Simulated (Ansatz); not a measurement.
System: sum formula GeOF2 (charge -1, doublet). 
Coordinates optimised at B3LYP-D3(BJ)/def2-TZVP (Ansatz, an electronic-structure program):
```xyz
4

Ge    -0.1717     0.0161     0.2530
O     -1.1377    -1.2227    -0.4005
F      0.0231     1.4422    -0.8653
F      1.5986    -0.4126     0.3217
```
Charge -1, spin multiplicity 2.

Basis-set convergence of Hartree-Fock and CCSD correlation energies (hartree) with Ansatz. Valence correlation only, unless marked. Open shells are spin-unrestricted. Spin-orbit coupling is left out. The frozen core is the preceding noble-gas configuration, with the filled d and f shells of earlier blocks. No relativistic terms. This anion needs diffuse functions, which these sets lack.

```csv
basis,functions,E(HF),"E(corr, CCSD)"
cc-pVDZ,69,-2349.15939,-0.65141
cc-pVTZ,133,[?],[?]
```

Task: Some entries are withheld; supply them.

Result: 
- cc-pVTZ, E(HF): -2349.34214
- cc-pVTZ, E(corr, CCSD): -0.85320
